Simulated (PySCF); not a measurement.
A PySCF script (with the pyscf-properties extension) for the NMR shieldings of `ClCC[C@H]1C(C)=CC1`, C7H11Cl, on a GFN2-xTB geometry:

```python
import basis_set_exchange as bse
import numpy as np
from pyscf import gto, dft
from pyscf.prop import nmr

atoms = """
C    -2.196713   -0.739860   -1.070868
C    -1.379289    0.067013   -0.134697
C    -1.606584    0.749329    0.986159
C    -0.179003    1.196892    1.147178
C     0.094881    0.416248   -0.169351
C     1.070441   -0.749215   -0.073660
C     2.511673   -0.284645    0.060636
Cl    3.062051    0.537217   -1.426782
H    -1.830041   -1.765614   -1.112416
H    -2.137046   -0.325267   -2.077190
H    -3.236939   -0.750560   -0.753290
H    -2.480900    0.945104    1.580014
H     0.332064    0.801302    2.024214
H    -0.014914    2.272015    1.089372
H     0.374529    1.061386   -1.004651
H     0.972001   -1.377391   -0.961526
H     0.825491   -1.355640    0.802267
H     3.188389   -1.124792    0.216194
H     2.620106    0.435729    0.870936
"""
names = dict.fromkeys(["C", "Cl", "H"], "pcSseg-1")
basis = {el: gto.basis.parse(bse.get_basis(n, elements=[el], fmt="nwchem")) for el, n in names.items()}
mol = gto.M(atom=atoms, basis=basis, charge=0, verbose=0)
mf = dft.RKS(mol, xc="PBE0")
mf.grids.level = 2
mf.grids.alignment = dft.numint.BLKSIZE   # the property module wants whole blocks of grid points
mf.conv_tol = 1e-9
mf.kernel()

calc = nmr.RKS(mf)   # GIAO
C = mf.mo_coeff
Co = C[:, mf.mo_occ > 0]
resp = mf.gen_response(singlet=True, hermi=2)
def vind(x):   # induced exchange potential for any number of trial vectors
    d = np.einsum("pi,xij,qj->xpq", C, 2 * x.reshape(-1, C.shape[1], Co.shape[1]), Co, optimize=True)
    return np.einsum("xpq,pi,qj->xij", resp(d - d.transpose(0, 2, 1)), C, Co, optimize=True).ravel()
mo1, _ = nmr.rhf.solve_mo1(calc, with_cphf=vind)
sigma = calc.kernel(mo1)
for i, s in enumerate(sigma):   # ppm
    w = np.linalg.eigvalsh((s + s.T) / 2)
    print("%2d %-2s iso %8.1f  s11 %8.1f  s22 %8.1f  s33 %8.1f" % (i, mol.atom_pure_symbol(i), w.mean(), *w))
```

Task: What does it print?

Result: 
```
 0 C  iso    169.7  s11    154.3  s22    166.6  s33    188.2
 1 C  iso     27.8  s11    -81.5  s22     23.9  s33    141.0
 2 C  iso     52.0  s11    -52.6  s22     62.0  s33    146.6
 3 C  iso    152.5  s11    133.1  s22    158.8  s33    165.6
 4 C  iso    144.3  s11    130.5  s22    146.4  s33    155.9
 5 C  iso    146.6  s11    132.9  s22    146.2  s33    160.8
 6 C  iso    137.9  s11    107.3  s22    138.1  s33    168.1
 7 Cl iso    870.3  s11    691.4  s22    840.4  s33   1079.1
 8 H  iso     29.9  s11     25.3  s22     29.4  s33     34.9
 9 H  iso     30.0  s11     25.8  s22     28.3  s33     35.8
10 H  iso     29.8  s11     25.9  s22     27.9  s33     35.5
11 H  iso     25.7  s11     24.4  s22     24.6  s33     28.1
12 H  iso     30.0  s11     26.7  s22     29.2  s33     34.1
13 H  iso     29.1  s11     26.0  s22     27.0  s33     34.4
14 H  iso     28.6  s11     24.4  s22     29.9  s33     31.6
15 H  iso     29.7  s11     25.1  s22     29.9  s33     34.0
16 H  iso     30.5  s11     26.4  s22     29.4  s33     35.5
17 H  iso     28.0  s11     21.4  s22     27.6  s33     34.9
18 H  iso     28.2  s11     22.9  s22     27.9  s33     33.7
```

These numbers come from an equivalent density-fitted implementation of the same equations, which agrees with the script to about 0.01 ppm for H and up to a few tenths of a ppm for heavy atoms, so last digits may differ.

Task: Turn these shieldings into chemical shifts. References, each an isolated molecule treated in the same way: ¹³C (σref 186.93) and ¹H (σref 31.72) vs TMS; HCl for ³⁵Cl (σref 949.78).

Result: Averaging equivalent atoms: C 1: 159.2; C 2: 134.9; C 6: 49.1; C 4: 42.7; C 5: 40.3; C 3: 34.4; C 0: 17.2; Cl 7: 79; H 11: 6.04; H 17: 3.77; H 18: 3.53; H 14: 3.11; H 13: 2.59; H 15: 2.05; H 8/9/10: 1.85; H 12: 1.74; H 16: 1.26 ppm. 

Size and cost of the density-fitted run: 198 basis functions, 52 s wall time on 1 thread of an Arm Neoverse N1, shared host; peak memory 0.91 GiB.
